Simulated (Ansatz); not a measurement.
C2H10AlBSi, SMILES `B[C](C)([AlH2])[SiH3]`, relaxed with RKS PBE0-D4/def2-TZVP in Ansatz 0.2.0 from a PBE-D4/def2-SVP geometry. The force threshold is 0.005 eV/Å; the program also tests the step.

Total charge 0; spin multiplicity 1.

Start:

```xyz
15

B     0.298    1.091    1.276
C    -0.343    0.126    0.303
C    -1.431   -0.876    0.705
Al    1.516   -0.713   -0.132
Si   -0.230    0.707   -1.481
H     0.127    0.981    2.480
H     1.060    1.962    0.875
H    -1.318   -1.169    1.768
H    -2.441   -0.424    0.605
H    -1.430   -1.803    0.094
H     2.928   -0.084    0.254
H     1.314   -2.207   -0.668
H    -0.252    2.180   -1.759
H     1.250    0.295   -1.848
H    -1.049   -0.066   -2.473
```

By how much does the energy fall, and how many steps does the optimiser take? (Best estimate.)

Computed: 5.20 kJ/mol, in 9 steps, 2 of them rejected.

Which bonds change most? (Best estimate.)

Ansatz gave: C2–Al4 from 2.086 to 2.056 Å; Al4–Si5 from 2.624 to 2.597 Å; C2–Si5 from 1.879 to 1.855 Å; B1–H7 from 1.225 to 1.204 Å.

Give the relaxed structure. (An estimate is asked.)

Ansatz gave: 
```xyz
15

B     0.274    1.103    1.278
C    -0.307    0.122    0.302
C    -1.395   -0.873    0.694
Al    1.504   -0.738   -0.151
Si   -0.216    0.706   -1.455
H     0.048    1.022    2.455
H     1.031    1.960    0.899
H    -1.311   -1.130    1.753
H    -2.392   -0.445    0.547
H    -1.357   -1.803    0.121
H     2.903   -0.110    0.223
H     1.303   -2.220   -0.674
H    -0.210    2.163   -1.717
H     1.219    0.261   -1.871
H    -1.095   -0.018   -2.405
```
